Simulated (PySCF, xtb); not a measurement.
In(Me)2(NH3) (C₂H₉InN), SMILES [CH3][In]([CH3])<-[NH3] (connectivity only; charge and spin as stated), neutral, multiplicity 2.

Harmonic wavenumbers (cm⁻¹) from GFN2-xTB in xtb at its own minimum, in rising order: 30, 63, 76, 83, 86, 96, 175, 225, 252, 303, 337, 426, 460, 472, 494, 1092, 1151, 1174, 1457, 1459, 1465, 1467, 1533, 1541, 2966, 2971, 2987, 2988, 2992, 2996, 3410, 3442, 3449.

Q: What does PBE-D3(BJ)/def2-SVP run with PySCF 2.14.0 give at its own minimum? (The exact figures need the calculation; the answer reports its results.)

A: 22, 64, 64, 84, 92, 109, 225, 396, 410, 411, 440, 572, 607, 627, 672, 1070, 1075, 1093, 1370, 1372, 1380, 1387, 1579, 1581, 2961, 2961, 3071, 3071, 3086, 3086, 3382, 3511, 3523. Paired by order, the mean absolute difference is 73 cm⁻¹ and the zero-point energies are 63.1 and 64.8 kcal/mol.
